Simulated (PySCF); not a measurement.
# Electronic structure of C⁺ (carbon, charge +1) at the UHF level

Configuration: [He] 2s2 2p1, 2P determinant. Computed with PySCF 2.14 in aug-cc-pVDZ-DK (4s3p2d, 23 functions), with scalar relativity by spin-free X2C-1e.

```json
{
  "Total energy": "-37.305352 hartree",
  "One-electron energy": "-47.5566 hartree",
  "Hartree (Coulomb) energy": "14.9910 hartree",
  "Exchange energy": "-4.7398 hartree",
  "⟨S²⟩": "0.7562",
  "⟨L²⟩": "2.016",
  "Sum of ⟨r⟩": "4.980 bohr",
  "Sum of ⟨r²⟩": "8.160 bohr²",
  "Traceless quadrupole moment −½Σ⟨3z² − r²⟩ along its main axis": "-1.11 e·bohr²",
  "Langevin diamagnetic susceptibility": "-6.46 ×10⁻⁶ cm³/mol"
}
```

```
shell  electrons  mean orbital energy (hartree)  rms radius, mean of both spins (bohr)
 1s α          1                      -11.92856                                  0.311
 1s β          1                      -11.89829                                  0.311
 2s α          1                       -1.22534                                   1.62
 2s β          1                       -1.08935                                   1.62
 2p α          1                       -0.91261                                   1.65
```

Spin-orbit constants ζ (cm⁻¹) from the X2C one-electron operator on these orbitals: bare nucleus, nucleus screened by l(l+1)(2l+1)/3 electrons, and screened by the Breit-Pauli mean field of the electrons.

```json
{"shell": "2p", "bare": "73.91", "screened nucleus": "49.28", "mean field": "38.89"}
```

To first order the Landé constant is A = 38.89 cm⁻¹, so the lowest level has J = 1/2 and lies 0.00482 eV below the centre of the term.
